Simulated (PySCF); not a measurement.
## How methods differ on the excitation energy of Os

Os [Xe] 4f14 5d6 6s2 (5D) → Os [Xe] 4f14 5d5 6s2 7s1, s spin flipped, as a difference of total energies. All numbers are calculated (PySCF 2.14, the spin-free X2C one-electron Hamiltonian (Gaussian nucleus), in x2c-TZVPPall with one added diffuse shell each of s, p, d, f type (12s8p8d4f1g, 113 functions)). Correlated levels: valence: [Xe] 4f14 frozen. The calculations carry no spin-orbit coupling.

| method | excitation energy (eV) |
| --- | --- |
| UHF | 5.200 |
| MP2 (valence) | 6.399 |
| SCS-MP2 (valence) | 6.566 |

**Question.** How much does correlation contribute at MP2 (valence)?

**Answer.** 6.399 − (5.200) = 1.199 eV, measured against UHF.

The upper determinant mixes two multiplicities, so it lies between the two terms.

The promoted electron is Rydberg-like, and one or two diffuse shells describe it only roughly, which tends to raise the upper state.
